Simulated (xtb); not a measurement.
xtb input (GFN1-xTB):

```bash
xtb mol.xyz --gfn 1 --sp --chrg 0 --uhf 0
```
mol.xyz:
```
5

F     -1.19562153    -0.71725605    -1.11793989
C     -0.81861330    -0.05862440    -0.02669810
F     -1.26658812    -0.70990835     1.04189315
F     -1.36443748     1.15312184    -0.04875482
Br     1.12432869     0.08051798     0.03666865
```

Output:

```
           -------------------------------------------------
          |                Calculation Setup                |
           -------------------------------------------------

           -------------------------------------------------
          |                 G F N 1 - x T B                 |
           -------------------------------------------------

        Reference                      10.1021/acs.jctc.7b00118
      * Hamiltonian:
        H0-scaling (s, p, d)           1.850000    2.250000    2.000000
        zeta-weighting                 0.000000
      * Dispersion:
        s8                             2.400000
        a1                             0.630000
        a2                             5.000000
        s9                             0.000000
      * Repulsion:
        kExp                           1.500000
        rExp                           1.000000
      * Coulomb:
        alpha                          2.000000
        third order                    atomic
        anisotropic                    false
      * Halogen bond correction:
        rad-scale                      1.300000
        damping                        0.440000

          ...................................................
          :                      SETUP                      :
          :.................................................:
          :  # basis functions                  26          :
          :  # atomic orbitals                  25          :
          :  # shells                           11          :
          :  # electrons                        32          :
          :  # halogen bonds                     0          :
          :  max. iterations                   250          :
          :  Hamiltonian                  GFN1-xTB          :
          :  restarted?                      false          :
          :  GBSA solvation                  false          :
          :  PC potential                    false          :
          :  electronic temp.          300.0000000     K    :
          :  accuracy                    1.0000000          :
          :  -> integral cutoff          0.2500000E+02      :
          :  -> integral neglect         0.1000000E-07      :
          :  -> SCF convergence          0.1000000E-05 Eh   :
          :  -> wf. convergence          0.2000000E-04 e    :
          :  Broyden damping             0.4000000          :
          :  net charge                          0          :
          :  unpaired electrons                  0          :
          ...................................................

 iter      E             dE          RMSdq      gap      omega  full diag
   1    -21.2095553 -0.212096E+02  0.680E+00    6.69       0.0  T
   2    -21.4112103 -0.201655E+00  0.434E+00    4.69       1.0  T
   3    -21.4622096 -0.509993E-01  0.218E+00    5.39       1.0  T
   4    -21.4627131 -0.503512E-03  0.490E-01    5.15       1.0  T
   5    -21.4647354 -0.202232E-02  0.239E-02    5.27       1.9  T
   6    -21.4647403 -0.485930E-05  0.405E-03    5.26      11.0  T
   7    -21.4647404 -0.936374E-07  0.197E-03    5.26      22.7  T
   8    -21.4647404 -0.261335E-07  0.541E-05    5.26     827.1  T
   9    -21.4647404 -0.250999E-10  0.132E-07    5.26  100000.0  T

   *** convergence criteria satisfied after 9 iterations ***

         #    Occupation            Energy/Eh            Energy/eV
      -------------------------------------------------------------
         1        2.0000           -0.9368780             -25.4937
       ...           ...                  ...                  ...
        10        2.0000           -0.6086721             -16.5628
        11        2.0000           -0.5903256             -16.0636
        12        2.0000           -0.5903256             -16.0636
        13        2.0000           -0.5892720             -16.0349
        14        2.0000           -0.5403995             -14.7050
        15        2.0000           -0.4976990             -13.5431
        16        2.0000           -0.4976990             -13.5431 (HOMO)
        17                         -0.3043855              -8.2827 (LUMO)
        18                         -0.1592097              -4.3323
        19                         -0.1592097              -4.3323
        20                         -0.1485807              -4.0431
        21                         -0.1485807              -4.0431
       ...                                ...                  ...
        25                          0.1501524               4.0859
      -------------------------------------------------------------
                  HL-Gap            0.1933136 Eh            5.2603 eV
             Fermi-level           -0.4010422 Eh          -10.9129 eV

 SCC (total)                   0 d,  0 h,  0 min,  0.005 sec
 SCC setup                      ...        0 min,  0.000 sec (  1.729%)
 Dispersion                     ...        0 min,  0.000 sec (  0.776%)
 classical contributions        ...        0 min,  0.000 sec (  0.638%)
 integral evaluation            ...        0 min,  0.001 sec ( 24.905%)
 iterations                     ...        0 min,  0.001 sec ( 27.594%)
 molecular gradient             ...        0 min,  0.002 sec ( 41.290%)
 printout                       ...        0 min,  0.000 sec (  2.837%)

         :::::::::::::::::::::::::::::::::::::::::::::::::::::
         ::                     SUMMARY                     ::
         :::::::::::::::::::::::::::::::::::::::::::::::::::::
         :: total energy             -21.428897447965 Eh    ::
         :: gradient norm              0.018953023542 Eh/a0 ::
         :: HOMO-LUMO gap              5.260330100775 eV    ::
         ::.................................................::
         :: SCC energy               -21.464740407562 Eh    ::
         :: -> electrostatic           0.058111052182 Eh    ::
         :: repulsion energy           0.036948545176 Eh    ::
         :: dispersion energy         -0.001105585579 Eh    ::
         :: halogen bond corr.         0.000000000000 Eh    ::
         :: add. restraining           0.000000000000 Eh    ::
         :: total charge              -0.000000000000 e     ::
         :::::::::::::::::::::::::::::::::::::::::::::::::::::

           -------------------------------------------------
          |                Property Printout                |
           -------------------------------------------------

    * Orbital Energies and Occupations

         #    Occupation            Energy/Eh            Energy/eV
      -------------------------------------------------------------
         1        2.0000           -0.9368780             -25.4937
       ...           ...                  ...                  ...
         4        2.0000           -0.7819964             -21.2792
         5        2.0000           -0.7177844             -19.5319
         6        2.0000           -0.6727874             -18.3075
         7        2.0000           -0.6727874             -18.3075
         8        2.0000           -0.6699601             -18.2305
         9        2.0000           -0.6086721             -16.5628
        10        2.0000           -0.6086721             -16.5628
        11        2.0000           -0.5903256             -16.0636
        12        2.0000           -0.5903256             -16.0636
        13        2.0000           -0.5892720             -16.0349
        14        2.0000           -0.5403995             -14.7050
        15        2.0000           -0.4976990             -13.5431
        16        2.0000           -0.4976990             -13.5431 (HOMO)
        17                         -0.3043855              -8.2827 (LUMO)
        18                         -0.1592097              -4.3323
Note: The following floating-point exceptions are signalling: IEEE_DENORMAL
normal termination of xtb
        19                         -0.1592097              -4.3323
        20                         -0.1485807              -4.0431
        21                         -0.1485807              -4.0431
        22                         -0.0219465              -0.5972
        23                          0.0561350               1.5275
        24                          0.0561350               1.5275
        25                          0.1501524               4.0859
      -------------------------------------------------------------
                  HL-Gap            0.1933136 Eh            5.2603 eV
             Fermi-level           -0.4010422 Eh          -10.9129 eV

  Mulliken/CM5 charges         n(s)   n(p)   n(d)
     1F    -0.21939 -0.24174   1.812  5.407  0.000
     2C     0.68304  0.72846   1.021  2.296  0.000
     3F    -0.21939 -0.24174   1.812  5.407  0.000
     4F    -0.21939 -0.24174   1.812  5.407  0.000
     5Br   -0.02487 -0.00326   1.950  5.092 -0.017

Wiberg/Mayer (AO) data.
largest (>0.10) Wiberg bond orders for each atom

 ---------------------------------------------------------------------------
     #   Z sym  total        # sym  WBO       # sym  WBO       # sym  WBO
 ---------------------------------------------------------------------------
     1   9 F    1.101 --     2 C    0.962
     2   6 C    3.773 --     3 F    0.962     4 F    0.962     1 F    0.962
                             5 Br   0.888
     3   9 F    1.101 --     2 C    0.962
     4   9 F    1.101 --     2 C    0.962
     5  35 Br   1.036 --     2 C    0.888
 ---------------------------------------------------------------------------

Topologies differ in total number of bonds
Writing topology from bond orders to xtbtopo.mol

 dipole moment from electron density (au)
     X       Y       Z
   0.1804   0.0129   0.0059  total (Debye):    0.460

           -------------------------------------------------
          | TOTAL ENERGY              -21.428897447965 Eh   |
          | GRADIENT NORM               0.018953023542 Eh/α |
          | HOMO-LUMO GAP               5.260330100775 eV   |
           -------------------------------------------------

------------------------------------------------------------------------
------------------------------------------------------------------------
 total:
 SCF:
```
